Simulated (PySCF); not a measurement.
# An isoelectronic set: 59 electrons

PBE0 in PySCF with def2-SVPD on every atom (core potentials on In, Sn, Te, I), for the lowest determinant that a PBE0 search found; no spin–orbit coupling. All have 59 electrons, 11 of them in the valence shells, and the same state, a doublet (π ↑). For ions De leads to the atom and ion picked by measured ionisation energies and electron affinities.

| species | difference of nuclear charges | Re (Å) | ωe (cm⁻¹) | k (mdyn/Å) | De (eV) | dissociates to |
| --- | --- | --- | --- | --- | --- | --- |
| InF⁻ | 40 | 2.124 | 396 | 1.50 | 2.13 | In + F⁻ |
| TeC⁻ | 46 | 2.009 | 685 | 3.03 | 3.70 | Te⁻ + C |
| BI⁻ | 48 | 2.383 | 332 | 0.659 | 1.16 | B + I⁻ |
| SnF | 41 | 1.987 | 562 | 3.05 | 4.83 | Sn + F |
| CI | 47 | 2.035 | 644 | 2.68 | 3.03 | C + I |

These are scalar-relativistic numbers at best; spin–orbit coupling would shift them, the dissociation energy most. For an ion De counts to the pair picked by the measured ionisation energies or electron affinities, which need not be the lowest pair at this level. The highest Kohn–Sham level is positive in some of these anions. Much of that is self-interaction error, but it also means that the finite basis helps to hold the extra electron. States were picked by a PBE0 search and need not be the measured ground states.
